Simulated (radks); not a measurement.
Ionisation of the hafnium ion Hf3+, [Xe] 4f14 5d1, to [Xe] 4f14 as the strength of local exchange is varied. Method: Dirac Kohn-Sham, Slater X-alpha exchange (alpha = 2/3 is LDA exchange), no correlation, spin-unpolarised, spherical densities, point nucleus; open shells fill j = l - 1/2 first; computed with a radial shooting solver on a logarithmic mesh with Libxc functionals.

alpha  E(Hf3+) (hartree)  exchange (hartree)  IE (eV)  -e of the level emptied (eV)  <r> of it (bohr)
0.575        -15039.5804           -251.5498   30.733                25.083 (5d3/2)             1.980
0.667        -15079.8865           -292.6406   32.109                26.362 (5d3/2)             1.930
0.726        -15105.7961           -319.1137   33.014                27.207 (5d3/2)             1.900
0.738        -15111.0717           -324.5096   33.201                27.381 (5d3/2)             1.894
0.761        -15121.1888           -334.8628   33.560                27.717 (5d3/2)             1.883
0.79         -15133.9554           -347.9373   34.017                28.144 (5d3/2)             1.869
0.951        -15205.0413           -420.9381   36.629                30.601 (5d3/2)             1.795
1.05         -15248.9282           -466.1750   38.298                32.179 (5d3/2)             1.754

NIST Atomic Spectra Database: 33.37 eV (semi-empirical). The Delta-SCF value meets it near alpha = 0.75. Spin polarisation and multiplet splitting are left out, so open shells lie too high by an amount that depends on their filling.

Beside tabulated values, note that spin-unpolarised runs miss the spin-polarisation part of the exchange energy of open shells.
